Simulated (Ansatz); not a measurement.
P (SMILES [P+]), charge +1, triplet; Ansatz (an electronic-structure program) with B3LYP/6-31G.

The Ansatz input:
Ansatz 0.2 input:
```yaml
crystal:
  periodic: [false, false, false]
  atoms:
    - {symbol: P, position_ang: [0.00000000, 0.00000000, 0.00000000]}
basis:
  gaussian:
    orbitals: 6-31G
    final_grid: {core_spheres: 14, valence_spheres: 28, degree: 59}
hamiltonian:
  xc: b3lyp
total_charge: 1
magnetization: {spin_polarized: true, initial_magnetization: 2}
```

Output, abridged:

```
Functional definition: B3LYP
59 factors; integrals over basis functions are off by at most 9.2e-5 eV
mean field evaluation 1: about -9275.4988 eV, gradient 3.9e0 eV
mean field evaluation 2: about -9275.6082 eV, gradient 9.8e-1 eV
mean field evaluation 4: about -9275.6113 eV, gradient 2.7e-2 eV
mean field evaluation 8: about -9275.6113 eV, gradient 3.6e-6 eV
mean field -9275.61126811 eV, -340.8724268680 hartree, gradient 3.7e-6 eV, S^2 2.000191; 0 other end points of the search recorded, 0 dependent functions left out
reference -9275.61141828 eV, -340.8724323864 hartree; 8, 6 occupied and 5, 7 virtual orbitals, 59 factors
Total energy: -9275.61141828 eV, -340.8724323864 hartree
```
